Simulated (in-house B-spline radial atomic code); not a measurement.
Checks on a self-consistent run for Tl8+, [Xe] 4f14 5d5. Method: Dirac-Hartree-Fock, average of configuration, Fermi nucleus of rms radius 5.4759 fm. Calculated with a B-spline radial code for spherical atoms.

```json
{"orbital": "1s1/2", "q": "2", "ε (Eh)": "-3168.87845", "<1/r>": "99.3521", "<r²>": "0.000368941", "small-component weight": "0.095158"}
{"orbital": "2s1/2", "q": "2", "ε (Eh)": "-573.54737", "<1/r>": "24.5331", "<r²>": "0.00554451", "small-component weight": "0.021925"}
{"orbital": "2p1/2", "q": "2", "ε (Eh)": "-549.65539", "<1/r>": "24.4442", "<r²>": "0.00392167", "small-component weight": "0.021971"}
{"orbital": "2p3/2", "q": "4", "ε (Eh)": "-473.62243", "<1/r>": "19.6779", "<r²>": "0.00510152", "small-component weight": "0.019407"}
{"orbital": "3s1/2", "q": "2", "ε (Eh)": "-143.02914", "<1/r>": "9.01381", "<r²>": "0.0358609", "small-component weight": "0.0073791"}
{"orbital": "3p1/2", "q": "2", "ε (Eh)": "-132.32252", "<1/r>": "8.91183", "<r²>": "0.0327132", "small-component weight": "0.0073091"}
{"orbital": "3p3/2", "q": "4", "ε (Eh)": "-115.19480", "<1/r>": "7.67267", "<r²>": "0.0390195", "small-component weight": "0.0065764"}
{"orbital": "3d3/2", "q": "4", "ε (Eh)": "-97.75363", "<1/r>": "7.55176", "<r²>": "0.0299199", "small-component weight": "0.0064312"}
{"orbital": "3d5/2", "q": "6", "ε (Eh)": "-94.12954", "<1/r>": "7.27311", "<r²>": "0.031635", "small-component weight": "0.0062323"}
{"orbital": "4s1/2", "q": "2", "ε (Eh)": "-36.92088", "<1/r>": "3.80469", "<r²>": "0.172836", "small-component weight": "0.0024997"}
{"orbital": "4p1/2", "q": "2", "ε (Eh)": "-32.27220", "<1/r>": "3.69326", "<r²>": "0.176011", "small-component weight": "0.0024044"}
{"orbital": "4p3/2", "q": "4", "ε (Eh)": "-28.05374", "<1/r>": "3.28424", "<r²>": "0.205987", "small-component weight": "0.002147"}
{"orbital": "4d3/2", "q": "4", "ε (Eh)": "-20.45831", "<1/r>": "3.07911", "<r²>": "0.215857", "small-component weight": "0.0019379"}
{"orbital": "4d5/2", "q": "6", "ε (Eh)": "-19.66170", "<1/r>": "2.98245", "<r²>": "0.226532", "small-component weight": "0.0018654"}
{"orbital": "5s1/2", "q": "2", "ε (Eh)": "-10.03990", "<1/r>": "1.57267", "<r²>": "0.843843", "small-component weight": "0.00065658"}
{"orbital": "5p1/2", "q": "2", "ε (Eh)": "-8.32267", "<1/r>": "1.46958", "<r²>": "0.948166", "small-component weight": "0.00058969"}
{"orbital": "5p3/2", "q": "4", "ε (Eh)": "-7.49141", "<1/r>": "1.33248", "<r²>": "1.10262", "small-component weight": "0.00051748"}
{"orbital": "4f5/2", "q": "6", "ε (Eh)": "-9.80593", "<1/r>": "2.63888", "<r²>": "0.251666", "small-component weight": "0.0015049"}
{"orbital": "4f7/2", "q": "8", "ε (Eh)": "-9.63001", "<1/r>": "2.60183", "<r²>": "0.2583", "small-component weight": "0.0014751"}
{"orbital": "5d3/2", "q": "2", "ε (Eh)": "-5.09694", "<1/r>": "1.12433", "<r²>": "1.506", "small-component weight": "0.00038629"}
{"orbital": "5d5/2", "q": "3", "ε (Eh)": "-4.98509", "<1/r>": "1.09366", "<r²>": "1.5763", "small-component weight": "0.00036985"}
```

Electron-electron repulsion V_ee = 7133.6254 hartree.

What total energy follows from the eigenvalues?

The eigenvalues count the repulsion twice, so E = Σqε - V_ee = -13124.047 - 7133.625 = -20257.672 hartree; the run printed -20257.672.

Does the Dirac virial theorem hold?

For a point nucleus E = -2c²Σq·w, with w the small-component weight. Here Σq·w = 0.53915 and c = 137.0360, so the ratio E/(-2c²Σq·w) is 1.000417; the finite nucleus accounts for the departure from 1.

What diamagnetic shielding (Lamb formula) and susceptibility (Langevin formula) do the radii give?

σ = (α²/3)Σq<1/r> = 627.694/(3·137.036²) = 11142 ppm, and χ = -0.79199×10⁻⁶·Σq<r²> = -18.77×10⁻⁶ cm³/mol with Σq<r²> = 23.699 bohr². Both are non-relativistic formulas without the paramagnetism of open shells; for so heavy an element the full relativistic shielding is larger by tens of per cent.
